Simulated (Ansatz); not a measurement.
C$_{3}$H$_{8}$O$_{2}$Si, SMILES `C[SiH2]OC(C)=O` at its PBE0-D4/def2-TZVP geometry, where that method's forces vanish. Total charge 0; spin multiplicity 1.

```xyz
14

C    -2.5376    0.4369    0.1350
Si   -0.9874   -0.2399    0.8996
O     0.2178    0.0789   -0.2510
C     1.4714   -0.3047    0.0277
C     2.4353    0.0334   -1.0645
O     1.7547   -0.8598    1.0572
H    -2.7573   -0.0609   -0.8121
H    -3.3874    0.2815    0.8048
H    -2.4461    1.5089   -0.0533
H    -1.0862   -1.7023    1.1176
H    -0.6587    0.4587    2.1643
H     2.1190   -0.4455   -1.9933
H     3.4348   -0.2964   -0.7931
H     2.4278    1.1112   -1.2389
```

**Question.** What forces (eV/Å) does PBE-D4/def2-TZVPP give on these atoms in Ansatz 0.2.0? (An estimate is asked.)

**Answer.** Ansatz gave: 
```
C1   0.028 -0.009  0.007
Si2 -0.188 -0.079  0.240
O3  -0.428  0.351 -0.549
C4   0.224  0.242 -0.591
C5   0.033  0.017 -0.047
O6   0.346 -0.592  1.081
H7  -0.051 -0.089 -0.180
H8  -0.163 -0.026  0.120
H9   0.007  0.204 -0.039
H10 -0.018 -0.167  0.034
H11  0.030  0.075  0.151
H12 -0.041 -0.080 -0.204
H13  0.203 -0.059  0.039
H14  0.017  0.213 -0.062
```
